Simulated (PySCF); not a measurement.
Ta(NH)(NH2)3 (H7N4Ta), SMILES [NH]=[Ta]([NH2])([NH2])[NH2], multiplicity 1. Geometry optimised at PBE-D3(BJ)/def2-SVP. The spin state was assumed, not searched. The def2 effective core potentials stand for the cores of Ta; spin–orbit coupling is left out. Other conformers were not sampled.

Computed equilibrium geometry at PBE-D3(BJ)/def2-SVP (PySCF confirms it by a frequency run) as bond lengths and angles, and its point group (one conformer of several):
point group C3.
Atoms: Ta1 N2 H3 N4 H5 H6 N7 H8 H9 N10 H11 H12. Bonded distances (Å): Ta1–N2 1.791, Ta1–N4 2.011, Ta1–N7 2.011, Ta1–N10 2.011, N2–H3 1.020, N4–H5 1.025, N4–H6 1.026, N7–H8 1.026, N7–H9 1.025, N10–H11 1.025, N10–H12 1.026. Bond angles (°): N2–Ta1–N4 108.9, N2–Ta1–N7 108.9, N2–Ta1–N10 108.9, N4–Ta1–N7 110.1, N4–Ta1–N10 110.1, N7–Ta1–N10 110.1, Ta1–N2–H3 180.0, Ta1–N4–H5 126.2, Ta1–N4–H6 123.6, H5–N4–H6 108.7, Ta1–N7–H8 123.6, Ta1–N7–H9 126.2, H8–N7–H9 108.7, Ta1–N10–H11 126.2, Ta1–N10–H12 123.6, H11–N10–H12 108.7.
